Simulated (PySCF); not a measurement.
Molecule: `CB(F)F`, CH₃BF₂.

Molfile (atoms numbered from 1):
```
CH3BF2
     RDKit          3D

  7  6  0  0  0  0  0  0  0  0999 V2000
   -0.4150    0.0359    0.5758 C   0  0  0  0  0  0  0  0  0  0  0  0
    0.5194   -0.0075   -0.6700 B   0  0  0  0  0  0  0  0  0  0  0  0
    0.9064    1.0793   -1.3166 F   0  0  0  0  0  0  0  0  0  0  0  0
    0.9678   -1.1562   -1.1500 F   0  0  0  0  0  0  0  0  0  0  0  0
   -0.6398    1.0569    0.9097 H   0  0  0  0  0  0  0  0  0  0  0  0
    0.0343   -0.5285    1.4082 H   0  0  0  0  0  0  0  0  0  0  0  0
   -1.3634   -0.4739    0.3379 H   0  0  0  0  0  0  0  0  0  0  0  0
  1  2  1  0
  2  3  1  0
  2  4  1  0
  1  5  1  0
  1  6  1  0
  1  7  1  0
M  END
```

Geometry PBE0-D3(BJ)/def2-SVP throughout; GIAO in PySCF 2.14, gas phase, one conformer, non-relativistic; equivalent atoms averaged; basis pcSseg-2.

For orientation, WP04 gives these shifts δ (against TMS, BF3·OEt2, CFCl3 at the same level): C1 -3.6, B2 29.9, F3/F4 -81.5, H5/H6/H7 0.54 ppm.

A run gave: C1 -4.6, B2 29.6, F3/F4 -66.3, H5/H6/H7 0.47 ppm (shifts δ (against TMS, BF3·OEt2, CFCl3 at the same level)).

Question: Which functional was used in that run?
A. BP86
B. PBE
C. KT2
D. B97-2
E. mPW1PW91

Answer: E. F3/F4 tells them apart best: mPW1PW91 gives -66.3, B97-2 gives -72.0, PBE gives -79.3, KT2 gives -91.8, BP86 gives -80.5 ppm.
